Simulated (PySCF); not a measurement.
SbF2, SMILES [F][Sb][F], multiplicity 2.

Geometry optimised at B3LYP-D3(BJ)/def2-TZVP. The multiplicity is an assumed one; other spin states were not compared. The isomer is the one that the SMILES or the coordinates give; other isomers of the formula were not compared. The def2 effective core potentials stand for the cores of Sb; spin–orbit coupling is left out.

The numbers are results of IEF-PCM-PBE0/def2-SVP (PySCF), not measurements.

The values are the electrostatic part of the solvation free energy, E(continuum) − E(gas) at the gas-phase geometry, in a cavity of scaled van der Waals radii (PySCF's table); cavitation and dispersion terms are not included. A continuum can't describe solvent molecules that bind to the metal. The dipole moment in vacuum is 3.36 D.

```csv
solvent,ε,ΔG(elec) (kcal/mol),dipole (D)
water,78.36,-6.2,4.14
1-octanol,9.86,-5.3,4.03
acetone,20.49,-5.8,4.09
```
